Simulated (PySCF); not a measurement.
Ionisation energy along the 20-electron series

Calculated with PySCF 2.14 and a two-component X2C-1e Hamiltonian (Gaussian nucleus, no Breit or QED terms), each ion in its own even-tempered basis scaled to its charge; GMP2 freezes [Ne] and drops the highest virtual spinors. Values in eV. NIST values: (m) measured, (s) semi-empirical, (t) theoretical.

```
    ion  configuration  GHF (spin-free)  GMP2 (spin-free)  GHF (screened spin-orbit)  GMP2 (screened spin-orbit)          NIST
Ce(38+)       [Ar] 3d2           2695.9            2695.5                     2706.9                      2706.6  2706 ± 4 (t)
Pr(39+)       [Ar] 3d2           2827.3            2826.9                     2839.4                      2839.2  2838 ± 4 (t)
Nd(40+)       [Ar] 3d2           2961.1            2960.7                     2974.4                      2974.2  2974 ± 4 (t)
```

Between Z = 58 and Z = 60 the GMP2 (screened spin-orbit) value grows as Z to the power 2.78.
